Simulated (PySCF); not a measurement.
Vertical excitations of a molecule CH8FNSi2 from TDDFT-PBE0/def2-SVPD (PySCF), as energy in eV (oscillator strength): 5.41 (0.027), 6.15 (0.015), 6.44 (0.074), 6.84 (0.053), 7.09 (0.171), 7.24 (0.012), 7.27 (0.018), 7.51 (0.016), 7.57 (0.013), 7.63 (0.012). Lowest triplet (TDA): 4.89 eV. The structure is a stationary point at PBE0-D3(BJ)/def2-SVP. Other conformers were not sampled.

**Question.** Which structure fits?
A) NC[SiH2][SiH2]F
B) F[SiH2]CN[SiH3]
C) N[SiH2][SiH2]CF
D) C[Si@@H](F)N[SiH3]

**Answer.** C, N[SiH2][SiH2]CF
